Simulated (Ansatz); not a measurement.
Program: Ansatz. Geometries: PBE0-D4/def2-TZVP. ΔE: electronic, gas phase. CBS: MP2 limit from def2 TZ/QZ plus the TZ coupled-cluster correction, frozen cores. This one scheme is used for every species. DFT in def2-TZVPP. HSE06 is defined as in plane-wave codes. def2 core potentials past Kr. For Cd outer-core shells are correlated without core-valence functions, which leaves a few kJ/mol of doubt a bond. One conformer a species, not always the lowest.

Reaction (redistribution): `[CH3][AlH][C]#N` + `[OH][Cd][SH]` → `N#[C][AlH][OH]` + `[CH3][Cd][SH]`

`[CH3][AlH][C]#N`:

Cartesian coordinates in Å:
```
C 0.717 0.183 1.059
Al -0.775 0.134 -0.173
C -0.467 -0.555 -1.965
N -0.269 -0.968 -3.024
H 0.913 1.209 1.388
H 0.493 -0.394 1.962
H 1.635 -0.214 0.620
H -2.248 0.606 0.133
```

`[OH][Cd][SH]`:

Cartesian coordinates in Å:
```
O -1.964 -0.386 0.529
Cd -0.038 -0.251 0.145
S 2.223 -0.224 -0.364
H -2.277 0.295 1.128
H 2.056 0.567 -1.438
```

`N#[C][AlH][OH]`:

```xyz
6

N     2.785    0.094    0.076
C     1.638    0.095   -0.043
Al   -0.270    0.135   -0.325
O    -1.162   -0.488    0.956
H    -0.875    0.711   -1.653
H    -2.115   -0.547    0.990
```

`[CH3][Cd][SH]`:

Cartesian coordinates in Å:
```
C 0.948 0.511 0.956
Cd -0.243 -0.210 -0.622
S -1.547 -1.011 -2.407
H 1.796 -0.155 1.118
H 0.357 0.562 1.872
H 1.318 1.509 0.718
H -2.629 -1.207 -1.635
```

| level | ΔE (kcal/mol) | difference from CCSD(T)/CBS |
| --- | --- | --- |
| revPBE-D4 | -25.3 | 1.9 |
| r2SCAN0-D4 | -28.0 | -0.8 |
| ωB97M-V | -27.4 | -0.2 |
| PBE0 | -26.7 | 0.5 |
| HSE06 | -26.7 | 0.5 |
| CAM-B3LYP | -27.6 | -0.4 |
| RPA@PBE/def2-TZVPP | -28.1 | -0.9 |
| CCSD/def2-TZVPP | -28.9 | -1.7 |
| MP2/def2-QZVPP | -29.5 | -2.3 |
| HF/CBS(def2) | -26.9 | 0.3 |
| CCSD(T)/CBS | -27.2 | 0 |

Largest T1 diagnostic among the species: 0.015.

In def2-TZVPP, CCSD(T) changes the Hartree–Fock value by −1.1 kcal/mol (the triples alone add −0.0 kcal/mol) and MP2 by −3.0 kcal/mol. From BLYP to BHLYP (50 % exact exchange), in def2-TZVPP and without D4, ΔE moves by −2.0 kcal/mol. At CCSD(T), def2-SVP lies −1.1 kcal/mol from the extrapolated value and def2-TZVPP −1.7 kcal/mol.
